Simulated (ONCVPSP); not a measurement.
**Configuration tests for I (Z = 53) (ONCV)**

iodine (I), optimised norm-conserving Vanderbilt (ONCV), made with ONCVPSP 4.0.1 (PBEsol, scalar-relativistic). Core [Kr] 4d10, reference 5s2 5p5. Waves: 5s: rc 1.50 bohr, ncon 4, nbas 9, qcut 5.1 1/bohr, 2 projectors, debl 3.4 Ha; 5p: rc 1.70 bohr, ncon 4, nbas 7, qcut 5.4 1/bohr, 2 projectors, debl 3.5 Ha. Local part: polynomial inside 1.50 bohr (lpopt 2, dvloc0 0 Ha). Core correction: Teter function fitted to the true core (icmod 2), fcfact 0.65.

Energies are relative to the spin-unpolarised reference configuration 5s2 5p5; without spin polarisation the order of configurations can differ from experiment.

| valence configuration | charge | ΔE all-electron (eV) | error AE − PS (meV) |
| --- | --- | --- | --- |
| 5s2 5p3 | +2 | 31.035 | -18 |
| 5s2 5p4.5 | +0.5 | 4.540 | -1.5 |

**Question.** What are ΔE and the potential's error for 5s2 5p4?

**Answer.** ΔE = 11.151 eV all-electron; the error (AE − PS) is -4.6 meV.

**Question.** What are ΔE and the potential's error for 5s2 5p2?

**Answer.** ΔE = 60.421 eV all-electron; the error (AE − PS) is -47 meV.

Note: ghosts flagged at negative energy: s at -920.1 eV, p at -69.8 eV; no localised positive-energy state flagged. A true bound ghost makes a file unfit for plane-wave use.
